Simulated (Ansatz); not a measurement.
One change: `[CH3][Sn]([CH3])([CH3])[F]` becomes `[CH3][Sn]([CH3])([CH3])[Br]`.

Ansatz, PBE0-D4/def2-TZVP geometries, multiplicity 1. 

Elements past krypton have def2 core potentials. Scalar relativity is left out up to krypton. Spin–orbit coupling is left out; it splits and shifts lone-pair levels of the heavy atoms by tenths of an eV.

| property | `[CH3][Sn]([CH3])([CH3])[F]` |
| --- | --- |
| size of the dipole moment (ωB97M-V/def2-TZVPP) / D | 3.20 |
| ideal-gas entropy at 298 K and 1 bar (rigid rotor, harmonic PBE0-D4/def2-TZVP) / J/(mol·K) | 408 |
| LUMO energy (PBE/def2-TZVPP) / eV | -0.60 |
| HOMO–LUMO gap (B3LYP/def2-TZVPP) / eV | 7.77 |
| HOMO energy (PBE0/def2-TZVPP) / eV | -8.09 |
| size of the dipole moment (PBE/def2-TZVPP) / D | 3.06 |

(1) Give the same properties after the change, and the shifts. (Estimate.)

## Answers

(1) Computed: 
| property | `[CH3][Sn]([CH3])([CH3])[Br]` | shift |
| --- | --- | --- |
| size of the dipole moment (ωB97M-V/def2-TZVPP) / D | 3.37 | 0.17 |
| ideal-gas entropy at 298 K and 1 bar (rigid rotor, harmonic PBE0-D4/def2-TZVP) / J/(mol·K) | 425 | 17 |
| LUMO energy (PBE/def2-TZVPP) / eV | -0.96 | -0.36 |
| HOMO–LUMO gap (B3LYP/def2-TZVPP) / eV | 7.01 | -0.76 |
| HOMO energy (PBE0/def2-TZVPP) / eV | -7.61 | 0.48 |
| size of the dipole moment (PBE/def2-TZVPP) / D | 3.26 | 0.20 |

With PBE0 the HOMO rises by 0.48 eV and the LUMO falls by 0.29 eV, so the gap narrows by about 0.77 eV. PBE moves the HOMO by 0.43 eV and ωB97M-V by 0.48 eV. Dipoles are sizes alone; their direction can turn. Modes under 60 cm⁻¹, often nearly free rotors, make the harmonic entropy too high.

Positive LUMOs are unbound, so they and the gaps depend on the basis.

B3LYP here is the variant with VWN-RPA as its local correlation; programs differ in this.
